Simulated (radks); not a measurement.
Dipole-allowed excitations along the series with 2 electrons in [He]. Calculated with a radial shooting solver on a logarithmic mesh with Libxc functionals: non-relativistic Kohn-Sham, LDA (Slater exchange, Perdew-Wang correlation), spin-unpolarised, spherical densities, point nucleus. Time-dependent linear response with the Hartree and adiabatic LDA kernel, continuum included through the Sternheimer equations. Lines are the poles of the dipole polarisability below minus the highest occupied eigenvalue, found on a grid refined at the orbital gaps; the lowest seven at most are given, and weak or close lines can be missed. The first line takes the name of the lowest orbital gap if no other gap lies below it; otherwise a line is named after a gap within 0.6 % of it, if that gap stands alone.

| species | -e(HOMO) (eV) | lowest orbital gap (eV) | first line (eV) | f | static alpha (bohr^3) |
|---|---|---|---|---|---|
| K17+ | 4461.7 | 1s-2p 3441.9 | 3446.8 (1s-2p) | 0.749 | 0.00007582 |
| Ca18+ | 4968.1 | 1s-2p 3827.0 | 3832.2 (1s-2p) | 0.753 | 0.00006147 |
| Sc19+ | 5501.7 | 1s-2p 4232.6 | 4238.0 (1s-2p) | 0.757 | 0.00005035 |
| Ti20+ | 6062.5 | 1s-2p 4658.5 | 4664.3 (1s-2p) | 0.761 | 0.00004164 |
| Cr22+ | 7265.7 | 1s-2p 5571.6 | 5578.0 (1s-2p) | 0.767 | 0.00002920 |

Estimate the first line of V21+, its oscillator strength and the static polarisability.

Answer. 5111.0 eV (1s-2p), f = 0.764, alpha = 0.00003473 bohr^3.
